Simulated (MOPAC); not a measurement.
MOPAC input (AM1):

```
AM1 FORCE THERMO(298,298) PRECISE LET CHARGE=-1 GEO-OK AUX(PRECISION=9) THREADS=1
HF2O2Si

O    -1.21239986 1   -0.43235534 1   -1.28851722 1
Si   -0.15416065 1   -0.04331080 1   -0.12976619 1
O     1.59715143 1   -0.17000653 1   -0.46328616 1
F    -0.18825495 1   -0.88281611 1    1.26687152 1
F    -0.17137879 1    1.47625907 1    0.45940940 1
H     2.13303188 1    0.07843284 1    0.27374557 1
```

Output:

```
 *******************************************************************************
 **                                                                           **
 **                              MOPAC v23.2.5                                **
 **                                                                           **
 *******************************************************************************
 ** MOPAC's Digital Object Identifier: https://doi.org/10.5281/zenodo.6511958 **
 **                                                                           **
 ** Please cite the open-source release paper for use of this MOPAC version:  **
 ** J. E. Moussa and J. J. P. Stewart (2026)                                  **
 ** MOPAC: An open-source semiempirical molecular orbital program             **
 ** J. Open Source Softw., 11(119), 8025, https://doi.org/10.21105/joss.08025 **
 *******************************************************************************

                              AM1 CALCULATION RESULTS

 *******************************************************************************
 *  AM1        - The AM1 Hamiltonian to be used
 *  GEO-OK     - OVERRIDE INTERATOMIC DISTANCE AND OTHER SAFETY CHECKS
 *
 *
 *
 *                 CHARGE ON SYSTEM = -1
 *
 *
 *
 *  LET        - OVERRIDE SOME SAFETY CHECKS
 *  PRECISE    - TIGHTER CRITERIA TO BE USED
 *  FORCE      - FORCE CALCULATION SPECIFIED
 *  AUX        - OUTPUT AUXILIARY INFORMATION
 *  THERMO     - THERMODYNAMIC QUANTITIES TO BE CALCULATED
 *******************************************************************************
AM1 FORCE THERMO(298,298) PRECISE LET CHARGE=-1 GEO-OK AUX(PRECISION=9) THREADS=1
 HF2O2Si

   ATOM   CHEMICAL          X               Y               Z
  NUMBER   SYMBOL      (ANGSTROMS)     (ANGSTROMS)     (ANGSTROMS)

     1       O         -1.21239986  *  -0.43235534  *  -1.28851722  *
     2      Si         -0.15416065  *  -0.04331080  *  -0.12976619  *
     3       O          1.59715143  *  -0.17000653  *  -0.46328616  *
     4       F         -0.18825495  *  -0.88281611  *   1.26687152  *
     5       F         -0.17137879  *   1.47625907  *   0.45940940  *
     6       H          2.13303188  *   0.07843284  *   0.27374557  *

          CARTESIAN COORDINATES

    NO.       ATOM           X           Y           Z

     1         O         -1.2124     -0.4324     -1.2885
     2        Si         -0.1542     -0.0433     -0.1298
     3         O          1.5972     -0.1700     -0.4633
     4         F         -0.1883     -0.8828      1.2669
     5         F         -0.1714      1.4763      0.4594
     6         H          2.1330      0.0784      0.2737

  H: (AM1): M.J.S. DEWAR ET AL, J. AM. CHEM. SOC. 107 3902-3909 (1985)
  O: (AM1): M.J.S. DEWAR ET AL, J. AM. CHEM. SOC. 107 3902-3909 (1985)
  F: (AM1): M.J.S. DEWAR AND E. G. ZOEBISCH, THEOCHEM, 180, 1 (1988).
 Si: (AM1): M.J.S.DEWAR, C. JIE, ORGANOMETALLICS, 6, 1486-1490 (1987).

[...]
 TRAVEL (Ang.)       0.1138         O 1 -- Si2         +10.8% ( 44.7%)     21.2%
 REDUCED MASS        6.8911         Si2 -- F 4          +7.2% ( 36.6%)      5.0%
 EFFECTIVE MASS     19.2611
 FORCE CONSTANT      2.3148

 VIBRATION          8    5A'         ATOM PAIR     ENERGY CONTRIBUTION    RADIAL
 FREQUENCY           959.04         O 1 -- Si2         +35.7% ( 67.6%)     72.5%
 TRANSITION DIPOLE   2.9523         Si2 -- F 5         +21.1% ( 52.0%)     57.0%
 TRAVEL (Ang.)       0.1314         Si2 -- F 4         +21.1% ( 52.0%)     57.0%
 REDUCED MASS        4.0716         Si2 -- O 3         +13.3% ( 41.3%)     95.2%
 EFFECTIVE MASS     18.3097
 FORCE CONSTANT      2.2064

 VIBRATION          9    6A'         ATOM PAIR     ENERGY CONTRIBUTION    RADIAL
 FREQUENCY           973.73         O 3 -- H 6         +80.1% ( 92.7%)      3.2%
 TRANSITION DIPOLE   0.0666         Si2 -- F 5          +6.6% ( 26.5%)     62.8%
 TRAVEL (Ang.)       0.2857         Si2 -- F 4          +6.6% ( 26.5%)     62.7%
 REDUCED MASS        0.8485         Si2 -- O 3          +5.0% ( 23.1%)     62.2%
 EFFECTIVE MASS      4.2588
 FORCE CONSTANT      0.4740

 VIBRATION         10    4A"         ATOM PAIR     ENERGY CONTRIBUTION    RADIAL
 FREQUENCY          1129.06         Si2 -- F 4         +36.9% ( 78.3%)     84.6%
 TRANSITION DIPOLE   5.4988         Si2 -- F 5         +36.9% ( 78.3%)     84.6%
 TRAVEL (Ang.)       0.0829         O 1 -- Si2         +13.1% ( 46.7%)      0.0%
 REDUCED MASS        8.6901         Si2 -- O 3         +13.1% ( 46.7%)      0.0%
 EFFECTIVE MASS     22.9437
 FORCE CONSTANT      6.5269

 VIBRATION         11    7A'         ATOM PAIR     ENERGY CONTRIBUTION    RADIAL
 FREQUENCY          1213.35         O 1 -- Si2         +35.8% ( 80.1%)     97.1%
 TRANSITION DIPOLE   4.8382         Si2 -- F 5         +24.0% ( 65.6%)     61.2%
 TRAVEL (Ang.)       0.0796         Si2 -- F 4         +24.0% ( 65.6%)     61.2%
 REDUCED MASS        8.7701         Si2 -- O 3         +15.3% ( 52.4%)      6.7%
 EFFECTIVE MASS     21.9767
 FORCE CONSTANT      7.6072

 VIBRATION         12    8A'         ATOM PAIR     ENERGY CONTRIBUTION    RADIAL
 FREQUENCY          3656.60         O 3 -- H 6         +99.6% (100.0%)     99.9%
 TRANSITION DIPOLE   0.3281         Si2 -- O 3          +0.4% (  6.1%)     17.4%
 TRAVEL (Ang.)       0.1395
 REDUCED MASS        0.9482
 EFFECTIVE MASS      1.3828
 FORCE CONSTANT      7.4700

      SYMMETRY NUMBER FOR POINT-GROUP Cs  =  1

          SYSTEM IS A GROUND STATE

 HF2O2Si

          MOLECULE IS NOT LINEAR

          THERE ARE 12 GENUINE VIBRATIONS IN THIS SYSTEM
          THIS THERMODYNAMICS CALCULATION IS LIMITED TO
          MOLECULES WHICH HAVE NO INTERNAL ROTATIONS

                    CALCULATED THERMODYNAMIC PROPERTIES
                                          *
   TEMP. (K)   PARTITION FUNCTION   H.O.F.    ENTHALPY  HEAT CAPACITY ENTROPY
                                   KCAL/MOL   CAL/MOLE    CAL/K/MOL  CAL/K/MOL

 298.00  VIB.     0.1684D+02                  2125.6619    12.7457    12.7444
         ROT.     0.1132D+06                   888.2803     2.9808    26.1053
         INT.     0.1906D+07                  3013.9422    15.7265    38.8497
         TRA.     0.9536D+27                  1480.4672     4.9680    39.6885
         TOT.                     -346.139    4494.4093    20.6945    78.5382

   *: NOTE: HEATS OF FORMATION ARE RELATIVE TO THE
            ELEMENTS IN THEIR STANDARD STATE AT 298K
              (=  Standard Enthalpy of Formation).

            Hvib:  Zero-point energy is not included.
                   frequencies of less than zero cm-1 are not included.
            Hrot = (3/2)RT
            Htra = (3/2)RT + pV = (5/2)RT

            Heat capacity is Cp, not Cv

          For more information, see: HTTP://OpenMOPAC.net/Manual/thermochemistry.html

           FORCE CONSTANT IN CARTESIAN COORDINATES (Millidynes/A)

    ATOM   CHEMICAL       X               Y               Z
   NUMBER   SYMBOL  FORCE CONSTANT  FORCE CONSTANT  FORCE CONSTANT

      1       O        7.098835        0.244531        0.257718
      2      Si       12.362139        6.503050       10.003739
      3       O        8.324514        3.324003        0.268231
      4       F        2.016603        1.739190        4.943147
      5       F        2.016315        1.737757        4.944868
      6       H        7.456726        0.558237        0.013177

 **********************
 *                    *
 * JOB ENDED NORMALLY *
 *                    *
 **********************

 == MOPAC DONE ==
```

The dipole moment of an ion depends on the origin.
